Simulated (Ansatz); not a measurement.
Reactions of `C=C(C)C(=C)Cl`.

Computed with Ansatz on PBE0-D4/def2-TZVP structures; ΔE is electronic, products minus reactants. CCSD(T)/CBS is the MP2 limit (def2-TZVPP, def2-QZVPP) plus CCSD(T) − MP2 in def2-TZVPP, frozen cores. This one scheme is used for every species, atoms too. For atomizations the MP2-based limit and the directly extrapolated one differ by several kJ/mol either way, and by 10 to 25 for some Ge, Se and Sn compounds, so smaller differences from it don't rank the levels. DFT in def2-TZVPP. B3LYP here is the variant with VWN-RPA as its local correlation; programs differ in this. Open shells (•) are unrestricted, without spin–orbit coupling. Spin–orbit coupling would lower the free atoms: a little for C, Cl. def2 core potentials past Kr. Bonds to Te are less sure, by a few kJ/mol each and by 10 to 20 or more in all where they break to atoms, as the def2 sets lack core-valence functions. One conformer a species, not always the lowest.

```
                                                                      reaction  HF/CBS(def2) (eV)  B3LYP-D4 (eV)  ωB97X-V (eV)  B2PLYP (eV)  CCSD(T)/CBS(def2) (eV)
`C=C(C)C(=C)Cl` + `[NH2][Al]([OH])[SH]` → `C[NH][Al]([OH])[SH]` + `C=CC(=C)Cl`               0.43           0.49          0.52         0.51                    0.56
                               `C=C(C)C(=C)Cl` + `C=N` → `C=NC(=C)C` + `C=CCl`               0.08           0.17          0.16         0.16                    0.24
                                     `C=C(C)C(=C)Cl` + H₂ → `C=CC(=C)Cl` + CH₄              -0.87          -0.65         -0.62        -0.69                   -0.60
                                           `C=C(C)C(=C)Cl` → 5 C• + Cl• + 7 H•              41.44          55.94         55.83        55.38                   55.82
                              `C=C(C)C(=C)Cl` + H₂Te → `C=C(C)[TeH]` + `C=CCl`               0.25           0.27          0.29         0.25                    0.24
                                      `C=C(C)C(=C)Cl` + H₂ → `C=CC(=C)C` + HCl              -1.12          -0.78         -0.79        -0.83                   -0.79
                            `C=C(C)C(=C)Cl` → `C=CC(=C)Cl` + `[CH2]` (triplet)               3.01           4.51          4.72         4.49                    4.62
         `C=C(C)C(=C)Cl` + `O[SiH2][SiH2]O` → `CO[SiH2][SiH2]O` + `C=CC(=C)Cl`               0.46           0.55          0.59         0.58                    0.66
                                 `C=C(C)C(=C)Cl` + `BS` → `BSC(=C)Cl` + `C=CC`               0.44           0.40          0.42         0.41                    0.44
```

Largest T1 diagnostic: 0.015, for `BS`.
